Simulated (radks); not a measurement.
Effect of the nuclear size on neutral vanadium, [Ar] 3d3 4s2. Calculated with a radial shooting solver on a logarithmic mesh with Libxc functionals: Dirac Kohn-Sham, PBE, spin-unpolarised, spherical densities, finite nucleus; open shells are shared between the two j in proportion to 2j + 1; Fermi nuclear charge, rms radius 3.6002 fm. The rms radius is varied about that value; shifts are against it.

rms radius (fm)  total energy shift (eV)  density at nucleus (e/bohr^3)  1s1/2 shift (meV)  2s1/2 shift (meV)  2p1/2 shift (meV)  3s1/2 shift (meV)
2.9594                           -0.0194                           9956              -8.19             -0.698              0.089             -0.092
3.2618                           -0.0107                           9923              -4.52             -0.385              0.049             -0.051
3.6002                                 0                           9890              0.000              0.000              0.000              0.000
3.7226                           0.00412                           9879               1.74              0.148             -0.019              0.020
4.3454                            0.0271                           9828               11.5              0.977             -0.125              0.129

Slopes of the eigenvalues against <r^2> in GHz/fm^2, as finite differences over the two radii next to the reference (eigenvalue slopes, not the field-shift constants of lines): 1s1/2 470, 2s1/2 40.1, 2p1/2 -5.11, 3s1/2 5.29.
